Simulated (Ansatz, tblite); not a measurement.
Cost and result up the ladder for GaSi₄ (5 atoms). Total charge 0; doublet. Geometry: B3LYP-D4/def2-SVP.

```tsv
atom	x (Å)	y (Å)	z (Å)
Ga1	2.4085	-0.7498	-0.5425
Si2	0.2018	0.9781	0.5851
Si3	-1.5844	1.7361	-0.6489
Si4	0.3698	-1.3896	0.9407
Si5	-1.3956	-0.5749	-0.3344
```

Ansatz on 4 threads of Arm Neoverse V2 on a shared host; xTB runs through tblite on one thread. Times are rough, summed over both states, and most runs start from the orbitals of an earlier one. PBE0-D4/def2-TZVP serves as the yardstick here, not as an exact answer. The other state is a singlet.

The xTB rows come from tblite. The structure comes from a short search, and lower isomers may exist.

Raw xTB energies of ions are shifted by several eV, and xTB has no spin-polarisation term.

```csv
level,functions,wall time,vertical IE (eV),difference from PBE0-D4/def2-TZVP (eV)
GFN1-xTB,45,0.011 s,10.46,3.38
GFN2-xTB,45,0.016 s,8.08,1.01
PBE-D4/def2-TZVP,196,6.9 s,6.98,-0.09
PBE0-D4/def2-TZVP (with forces),196,13 s,7.07,0.00
r2SCAN-D4/def2-TZVP,196,19 s,7.18,0.11
```
